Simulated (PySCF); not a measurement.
**Electron correlation in Mn¹⁸⁺ (manganese, charge +18)**

[He] 2s2 2p3, high-spin 4S determinant. Calculation: PySCF 2.14, in an even-tempered Gaussian basis (20 s from 3.8 bohr⁻², ratio 2.2; 11 p from 4.9 bohr⁻², ratio 2.2; 6 d from 22 bohr⁻², ratio 2.4; 5 f from 32 bohr⁻², ratio 2.4; 4 g from 49 bohr⁻², ratio 2.4); the spin-free X2C one-electron Hamiltonian (Gaussian nucleus). Frozen: nothing; 7 electrons correlated; the 13 highest virtual orbitals of each spin left out.

MP2 pair energies summed by pair of shells (mhartree):

```csv
pair,energy,share (%)
2s-2p,-89.42,43.2
1s-1s,-40.62,19.6
2p-2p,-28.21,13.6
1s-2p,-24.73,11.9
2s-2s,-13.31,6.4
1s-2s,-10.64,5.1
```

Total MP2 correlation energy: -206.93 mhartree.

Same-spin part -47.64 and opposite-spin part -159.29 mhartree; SCS-MP2 scales them by 1/3 and 6/5 to -207.03 mhartree.
